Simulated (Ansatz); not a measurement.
Ansatz results at the PBE0-D4/def2-TZVP geometry: HOMO–LUMO gap (B3LYP/def2-TZVPP) 6.87 eV; size of the dipole moment (PBE/def2-TZVPP) 1.91 D; HOMO–LUMO gap (ωB97M-V/def2-TZVPP) 11.18 eV.

Each molecule was computed in one conformer, which needn't be the lowest.

(1) Which molecule gave them?
A. `CCSCS`
B. `[F][GeH]1[BH][NH]1`
C. `[OH][Al]([SH])[CH2]F`
D. `OC1(F)[SiH2][SiH2]1`

Results:

(1) C. The others give `OC1(F)[SiH2][SiH2]1`: 5.93, 1.57, 10.14; `CCSCS`: 6.27, 2.34, 10.82; `[F][GeH]1[BH][NH]1`: 6.26, 2.25, 10.69.

B3LYP here is the variant with VWN-RPA as its local correlation; programs differ in this.
